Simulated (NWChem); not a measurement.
System: C₂H₅FOSi; SMILES O=C[SiH2]CF

Here is an NWChem input.

```
start job
memory heap 200 mb stack 900 mb global 1100 mb
geometry units angstroms noautosym nocenter noautoz
  O     -0.503092    -2.465890    -0.242198
  C     -0.597448    -1.347085     0.196235
  Si     0.856132    -0.072569     0.169004
  C      0.169743     1.560355    -0.530424
  F     -0.917637     1.930863     0.239698
  H     -1.569477    -0.997041     0.646855
  H      1.299075     0.158464     1.576851
  H      1.978558    -0.586432    -0.666351
  H     -0.154597     1.445288    -1.580129
  H      0.923096     2.367639    -0.507937
end
basis spherical
  O library def2-svp
  C library def2-svp
  Si library def2-svp
  F library def2-svp
  H library def2-svp
end
dft
  xc pbe0
  iterations 150
end
cosmo
  do_cosmo_smd true
  solvent methanol
end
task dft energy
```

Parts of the log:

```
             Northwest Computational Chemistry Package (NWChem) 7.3.0
             --------------------------------------------------------

                             Geometry "geometry" -> ""
                             -------------------------

 Output coordinates in angstroms (scale by  1.889725989 to convert to a.u.)

  No.       Tag          Charge          X              Y              Z
 ---- ---------------- ---------- -------------- -------------- --------------
    1 O                    8.0000    -0.50309200    -2.46589000    -0.24219800
    2 C                    6.0000    -0.59744800    -1.34708500     0.19623500
    3 Si                  14.0000     0.85613200    -0.07256900     0.16900400
    4 C                    6.0000     0.16974300     1.56035500    -0.53042400
    5 F                    9.0000    -0.91763700     1.93086300     0.23969800
    6 H                    1.0000    -1.56947700    -0.99704100     0.64685500
    7 H                    1.0000     1.29907500     0.15846400     1.57685100
    8 H                    1.0000     1.97855800    -0.58643200    -0.66635100
    9 H                    1.0000    -0.15459700     1.44528800    -1.58012900
   10 H                    1.0000     0.92309600     2.36763900    -0.50793700

 Effective nuclear repulsion energy (a.u.)     215.4594008045

                                 NWChem DFT Module
                                 -----------------

 Summary of "ao basis" -> "ao basis" (spherical)
 ------------------------------------------------------------------------------
       Tag                 Description            Shells   Functions and Types
 ---------------- ------------------------------  ------  ---------------------
 O                          def2-svp                 6       14   3s2p1d
 C                          def2-svp                 6       14   3s2p1d
 Si                         def2-svp                 8       18   4s3p1d
 F                          def2-svp                 6       14   3s2p1d
 H                          def2-svp                 3        5   2s1p

 in cosmo_initialize ...
 calling solv_data for solv:methanol

 solvent parameters
 solvname_short: methanol
 solvname_long:  methanol
 dielec:       32.6130
 dielecinf:     1.7657
 nonaqueous SMD model solvent descriptors
 dielec:       32.6130
 sola:          0.4300
 solb:          0.4700
 solc:          0.0000
 solg:         31.7700
 solh:          0.0000
 soln:          1.3288

[...]

                                COSMO-SMD solvation results
                                ---------------------------

             internal energy in gas <Psi(g)|H|Psi(g)> =      -543.054573883561
         internal energy in solvent <Psi(s)|H|Psi(s)> =      -543.052347568324
                               delta internal energy  =         0.002226315238 (    1.40 kcal/mol)
   total free energy in solvent <Psi(s)|H+V/2|Psi(s)> =      -543.065038461618
 polarization energy contribution <Psi(s)|V/2|Psi(s)> =        -0.012690893294 (   -7.96 kcal/mol)
    total free energy in solvent including G(SMD-CDS) =      -543.060255551856
                       G(SMD-CDS) energy contribution =         0.004782909761 (    3.00 kcal/mol)
     1 M fixed-concentration free energy of solvation =        -0.005681668295 (   -3.57 kcal/mol)

                       DFT Final Molecular Orbital Analysis
                       ------------------------------------

 Vector   22  Occ=2.000000D+00  E=-3.551117D-01
              MO Center=  3.7D-01,  1.0D+00, -3.6D-02, r^2= 3.7D+00
   Bfn.  Coefficient  Atom+Function         Bfn.  Coefficient  Atom+Function
  ----- ------------  ---------------      ----- ------------  ---------------
    65      0.244278   5 F  py               90     -0.222429   9 H  s
    95      0.214297  10 H  s                80     -0.212370   7 H  s
    66      0.203239   5 F  pz               85      0.198081   8 H  s
    64      0.189373   5 F  px               68     -0.180423   5 F  py
    38     -0.158326   3 Si pz               52      0.158564   4 C  pz

 Vector   23  Occ=2.000000D+00  E=-3.196645D-01
              MO Center=  1.6D-01,  1.0D+00, -1.3D-01, r^2= 2.9D+00
   Bfn.  Coefficient  Atom+Function         Bfn.  Coefficient  Atom+Function
  ----- ------------  ---------------      ----- ------------  ---------------
    65      0.302094   5 F  py               51      0.285162   4 C  py
    68     -0.231413   5 F  py               66     -0.207011   5 F  pz
    52     -0.200958   4 C  pz               37     -0.185940   3 Si py
    31     -0.168594   3 Si s                90      0.165120   9 H  s
    36      0.163453   3 Si px               49     -0.160601   4 C  s

 Vector   24  Occ=2.000000D+00  E=-2.586436D-01
              MO Center= -4.0D-01, -1.5D+00,  2.5D-02, r^2= 2.7D+00
   Bfn.  Coefficient  Atom+Function         Bfn.  Coefficient  Atom+Function
  ----- ------------  ---------------      ----- ------------  ---------------
     4      0.474108   1 O  px                7      0.384815   1 O  px
    75      0.264738   6 H  s                18     -0.221764   2 C  px
    76      0.183986   6 H  s                37      0.182687   3 Si py
    31     -0.168583   3 Si s                36      0.150187   3 Si px
    17     -0.147515   2 C  s                39      0.120910   3 Si px

 Vector   25  Occ=0.000000D+00  E=-5.433543D-02
              MO Center= -3.7D-01, -1.4D+00,  8.9D-02, r^2= 2.4D+00
   Bfn.  Coefficient  Atom+Function         Bfn.  Coefficient  Atom+Function
  ----- ------------  ---------------      ----- ------------  ---------------
    23      0.430652   2 C  pz               20      0.410036   2 C  pz
     9     -0.381473   1 O  pz                6     -0.361647   1 O  pz
    81     -0.252864   7 H  s                41      0.243390   3 Si pz
    49      0.220156   4 C  s                22     -0.179832   2 C  py
    19     -0.149987   2 C  py                8      0.141140   1 O  py

[...]
```

Level: PBE0/def2-SVP, SMD on the gas-phase geometry. Geometry: optimised at PBE0/def2-SVP. Solvent: methanol.
